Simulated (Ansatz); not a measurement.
Consider the redistribution: `[F][Mg][O][SiH3]` + `C[SiH2]O[SiH2]N` → `N[SiH2]O[SiH2][SiH3]` + `C[O][Mg][F]`.

Gas-phase electronic energies from Ansatz, PBE0-D4/def2-TZVP geometries. CCSD(T)/CBS adds triple-zeta CCSD(T) − MP2 to the extrapolated MP2 energy (def2 sets, frozen cores). Functionals use def2-TZVPP. B3LYP here is the variant with VWN-RPA as its local correlation; programs differ in this. For Mg outer-core shells are correlated without core-valence functions, which leaves a few kJ/mol of doubt a bond. Each species was taken in one conformer, which may not be the lowest.

```csv
level,ΔE (eV),difference from CCSD(T)/CBS
PBE-D4,2.05,-0.37
r2SCAN-D4,2.31,-0.11
PBE0-D4,2.16,-0.26
B3LYP-D4,2.25,-0.17
ωB97X-V,2.28,-0.14
ωB97M-V,2.38,-0.04
B2PLYP,2.41,-0.01
PBE,2.09,-0.33
r2SCAN,2.32,-0.10
PBE0,2.20,-0.22
B3LYP,2.32,-0.10
HF/def2-TZVPP,2.55,0.13
MP2/def2-TZVPP,2.53,0.11
SCS-MP2/def2-TZVPP,2.51,0.09
CCSD/def2-TZVPP,2.42,0.00
CCSD(T)/def2-TZVPP,2.39,-0.03
HF/def2-QZVPP,2.57,0.15
MP2/def2-QZVPP,2.56,0.14
SCS-MP2/def2-QZVPP,2.53,0.11
HF/CBS(def2),2.58,0.16
MP2/CBS(def2),2.56,0.14
CCSD/CBS(def2),2.44,0.02
CCSD(T)/CBS,2.42,0
```

Largest T1 diagnostic among the species: 0.012.

From PBE to PBE0 (25 % exact exchange), in def2-TZVPP and without D4, ΔE moves by +0.11 eV. The D4 term adds −0.07 eV with B3LYP and −0.04 eV with PBE0; it sums over pairs of atoms, weighted by their polarisabilities, and B3LYP, whose exchange is more repulsive, gets the larger term.
